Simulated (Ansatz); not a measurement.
Consider the formal hydrolysis of the Al–C bond: `C#[C][AlH][NH2]` + H₂O → `[NH2][AlH][OH]` + `C#C`.

Gas-phase electronic energies from Ansatz, PBE0-D4/def2-TZVP geometries. CCSD(T)/CBS adds triple-zeta CCSD(T) − MP2 to the extrapolated MP2 energy (def2 sets, frozen cores). This one scheme is used for every species. Functionals use def2-TZVPP. B3LYP here is the variant with VWN-RPA as its local correlation; programs differ in this. HSE06 is defined as in plane-wave codes. Each species was taken in one conformer, which may not be the lowest.

Task: Is it downhill or uphill in electronic energy at CCSD(T)/CBS, and by how much? (Best estimate.)

Result: Computed: Downhill: ΔE = -68.3 kJ/mol.

Task: What do these levels give: B3LYP-D4, HSE06-D4, BHLYP-D4, ωB97M-V, MP2/def2-TZVPP, MP2/def2-QZVPP? (Estimate.)

Result: Computed: B3LYP-D4 -71.8, HSE06-D4 -64.4, BHLYP-D4 -73.4, ωB97M-V -71.4, MP2/def2-TZVPP -69.7, MP2/def2-QZVPP -69.9 kJ/mol.

Task: What do rigid-rotor, harmonic-oscillator terms from PBE0-D4/def2-TZVP frequencies (298.15 K, 1 bar) make of the CCSD(T)/CBS value? (Estimate.)

Result: The calculation gave: ΔZPE = +0.2 kJ/mol, ΔH = -70.3 kJ/mol, ΔS = -12 J/(mol·K), ΔG = -66.8 kJ/mol.

Largest T1 diagnostic among the species: 0.013.

In def2-TZVPP, CCSD(T) changes the Hartree–Fock value by +6.3 kJ/mol (the triples alone add +2.1 kJ/mol) and MP2 by +5.1 kJ/mol. Leaving LDA and LC-ωPBE aside and taking each functional with its dispersion term where it has one, the values, not all of them listed here, spread over 15.1 kJ/mol, from CAM-B3LYP-D4 to revPBE-D4. LDA lies −5.5 kJ/mol from PBE without D4.
